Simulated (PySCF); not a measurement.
Si(F)2(vinyl)(OH) (C2H4F2OSi), SMILES C=C[Si](O)(F)F.

Geometry: B3LYP-D3(BJ)/def2-SVP. This is a generated structure with no PubChem entry under its InChIKey; it may be hypothetical. One conformer was computed; it need not be the lowest.

These are PBE/def2-TZVP (PySCF) values and carry that method's errors.

Computed frontier levels, gap, dipole moment and polarisability:
| Property | Value |
|---|---|
| highest occupied level | -7.37 eV |
| lowest empty level | -1.99 eV |
| orbital gap | 5.38 eV |
| dipole moment | 0.319 e·Å |
| quadrupole, principal values (traceless, Buckingham form, about the centre of nuclear charge) | -8.36, -3.40, 11.75 D·Å |
| mean static polarisability | 49.4 bohr³ (7.32 Å³) |
| polarisability, principal values | 37.4, 48.7, 62.0 bohr³ |
